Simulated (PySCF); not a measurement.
## EPR parameters of C6H9Si2

Species: C6H9Si2 (doublet state).
Cartesian coordinates in Å at the GFN2-xTB level; atoms count from 1:
```
atom  x, y, z in Å
C1    -2.803    1.224   -0.604
C2    -2.249    0.461    0.601
Si3   -2.932   -1.334    0.717
C4    -0.823    0.319    0.516
C5     0.368    0.121    0.417
C6     1.707   -0.045    0.309
C7     2.910   -0.188    0.208
Si8    4.726   -0.389    0.021
H9    -3.883    1.329   -0.522
H10   -2.361    2.218   -0.666
H11   -2.575    0.695   -1.528
H12   -2.491    1.013    1.517
H13   -2.727   -2.072   -0.523
H14   -2.437   -2.021    1.903
H15    5.018   -1.807   -0.210
H16    5.383    0.073    1.247
H17    5.160    0.414   -1.127
```

The hyperfine couplings belong to this conformer and change with its torsions.

The species is `C[C@@H]([SiH2])C#CC#C[SiH3]` [radical].

Computed with UKS B3LYP, pcH-1 on C H Si, non-relativistic, mean-field spin-orbit, GIAO in PySCF 2.14.0. Geometry: GFN2-xTB, one conformer, isolated molecule. GFN2-xTB frequencies show an imaginary mode (31i cm⁻¹), so this geometry is no minimum at that level. A GFN2-xTB geometry isn't a minimum of the functional, and hyperfine couplings can be far from their values at a DFT geometry, by a factor of two or more for some ions and for spin on atoms past the first row. No stability test was run, so a lower SCF solution isn't excluded.

```json
{
  "g1, g2, g3": "2.00211, 2.00277, 2.00420",
  "g_iso": "2.00302",
  "Form of g": "rhombic: the two nearest values differ by 31 % of g3 − g1",
  "⟨S²⟩": "0.7533 (exact 0.7500)",
  "Total energy": "-812.92175 Eh"
}
```

Hyperfine couplings atom by atom, in MHz; T1 to T3 are the principal values of the dipolar part:

```csv
atom,isotope,a_iso,of which spin–orbit,T1,T2,T3,Mulliken spin population
C1,13C,0.5,0.0,-0.8,-0.3,1.1,0.00
C2,13C,18.8,0.0,-3.1,-2.9,6.1,0.00
Si3,29Si,-393.2,1.0,-173.8,86.6,87.1,0.94
C4,13C,27.8,0.0,-6.2,-0.3,6.5,-0.04
C5,13C,8.4,0.0,-7.2,-6.0,13.2,0.08
C6,13C,-7.4,0.0,-3.1,0.1,3.0,-0.03
C7,13C,4.5,0.0,-4.4,-3.0,7.3,0.06
Si8,29Si,2.6,0.0,-0.1,0.0,0.1,0.00
H9,1H,-0.4,0.0,-2.8,-1.9,4.7,0.00
H10,1H,-1.6,0.0,-1.2,-0.9,2.1,0.00
H11,1H,-0.2,0.0,-2.0,-1.5,3.5,0.00
H12,1H,-0.3,0.0,-3.8,-2.6,6.4,0.00
H13,1H,35.3,0.0,-9.9,1.5,8.4,0.00
H14,1H,34.0,0.0,-9.8,1.4,8.4,0.00
H15,1H,4.4,0.0,-0.3,-0.2,0.5,0.00
H16,1H,0.7,0.0,-0.3,-0.3,0.5,0.00
H17,1H,2.4,0.0,-0.3,-0.2,0.5,0.00
```

The largest Mulliken spin populations are on Si3 (+0.94) and C5 (+0.08). No atom but Si3 exceeds +0.15. The angles at Si3 add up to 337.4°, so it is pyramidal.

Axes: g3 points within 13° of the C2–Si3 bond.

Under fast tumbling the dipolar parts average out, and these isotropic splittings remain: 2 × 1H (H13/H14, I = 1/2, 3 lines) with 1.24 mT and 3 × 1H (H15/H16/H17, I = 1/2, 4 lines) with 0.09 mT.

Nuclei that the bonding pattern makes equivalent are averaged, as if the motion that swaps them (rotation, inversion, ring flip) were fast.

The 13C coupling of C4 (27.8 MHz) shows only in satellite lines or after enrichment, since that isotope makes up about 1.07 % of natural carbon.

The 29Si coupling of Si3 (-393.2 MHz) shows only in satellite lines or after enrichment, since that isotope makes up about 4.7 % of natural silicon.
